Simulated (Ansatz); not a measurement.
System: sum formula H$_{2}$SiOBr$_{3}$ (charge +1, singlet). It need not be the lowest isomer of its formula. SMILES: [OH2+][Si](Br)(Br)Br
Geometry from a B3LYP-D3(BJ)/def2-TZVP (Ansatz, a first-principles code) optimisation:
```
Si
O 1 1.8501
H 2 0.9742 1 121.22
H 2 0.9742 3 111.66 1 153.24
Br 1 2.1604 2 100.31 3 -44.34
Br 1 2.1604 2 100.31 3 -164.96
Br 1 2.1624 2 104.50 3 75.35
```
Charge +1, spin multiplicity 1.

Parts of the frozen-core correlation energy in 6-31G (Ansatz, hartree). Frozen orbitals: 48; correlated occupied orbitals by spin: 16 and 16; virtual: 49 and 49. No spin-orbit coupling. Non-relativistic.

```tsv
term	value
reference (HF)	-8080.85672
MP2 opposite-spin	[?]
MP2 same-spin	[?]
CCSD correlation	-0.31747
(T)	[?]
T1 diagnostic	0.012
largest doubles amplitude	0.037
```

Question: Fill in the missing entries.

Answer: 
- MP2 opposite-spin, value: -0.21990
- MP2 same-spin, value: -0.07316
- (T), value: -0.00722
